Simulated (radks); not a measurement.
Values are calculated unless marked as measured or tabulated.
The strontium ion Sr18+, 20 electrons, occupied as [Ar] 4s2 (not the ground configuration).

Code: a radial shooting solver on a logarithmic mesh with Libxc functionals. Model: Dirac Kohn-Sham, LDA (Slater exchange, Perdew-Wang correlation), spin-unpolarised, spherical densities, finite nucleus; Fermi nuclear charge, rms radius 4.224 fm.

Energy parts (Ry):
part                        energy
total                  -5960.65065
kinetic                 6154.58538
electron-nucleus      -13372.40676
Hartree                 1411.99854
exchange-correlation    -154.82782

Orbitals (lengths in bohr, moments of r in powers of bohr):
orbital,occ.,eigenvalue (Ry),<r^2>
1s1/2,2,-1221.536,0.002073
2s1/2,2,-210.8584,0.03457
2p1/2,2,-196.9874,0.02631
2p3/2,4,-191.9302,0.02766
3s1/2,2,-67.83687,0.2230
3p1/2,2,-62.98444,0.2132
3p3/2,4,-61.92931,0.2201
3d3/2,0,-54.27010,0.1801
3d5/2,0,-54.04979,0.1818
4s1/2,2,-31.69500,0.8917
4p1/2,0,-29.78352,0.9104
4p3/2,0,-29.44856,0.9309

The highest occupied level is 4s1/2 at -431.23 eV. The configuration is held as typed, so some empty levels lie below it. The electron density at the nucleus is 6.128e+04 e/bohr^3.
